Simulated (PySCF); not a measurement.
A GIAO shielding run with PySCF 2.14.0 with density-fitted response routines (density fitting, non-relativistic, gas phase) on SMILES C[C@@H]([SiH3])[C@](C)(C=O)CC#N, C$_{7}$H$_{13}$NOSi:

```
$ OMP_NUM_THREADS=1 python probes_run.py task.json out

{"job": {"kind": "nmr", "xc": "PBE0", "basis": "pcSseg-1"}, "charge": 0, "multiplicity": 1}
C     -1.725198     0.763131     0.666425
C     -0.739265    -0.354179     0.335735
Si    -1.514550    -1.603221    -0.912466
C      0.631380     0.182944    -0.099954
C      0.537677     1.236542    -1.215341
C      1.441536    -0.940888    -0.688512
O      0.972078    -1.930909    -1.173793
C      1.422752     0.789966     1.082012
C      1.708825    -0.202328     2.085938
N      1.939447    -0.996126     2.875348
H     -1.317284     1.476124     1.383590
H     -2.025858     1.304984    -0.226818
H     -2.619840     0.332847     1.108340
H     -0.562565    -0.915665     1.261041
H     -1.252864    -2.984229    -0.539743
H     -1.236851    -1.255281    -2.305282
H     -2.964928    -1.386706    -0.746763
H      1.525373     1.458973    -1.618368
H      0.111868     2.158170    -0.826776
H     -0.090863     0.871347    -2.022515
H      2.536510    -0.782703    -0.686398
H      0.845739     1.595904     1.542217
H      2.372128     1.208289     0.732161
```

Hardware: 1 thread of an Arm Neoverse V1, shared host. The job also computes population analyses, field gradients.

(1) How large is the calculation?

(2) How long does it take, and how much memory does it need?

## Answers

(1) 84 electrons, 242 basis functions and 1269 auxiliary functions.

(2) 72 s of wall time, with 16 SCF cycles and 5 response iterations; peak memory 1.2 GiB. Times on a shared host scatter by some tens of per cent.
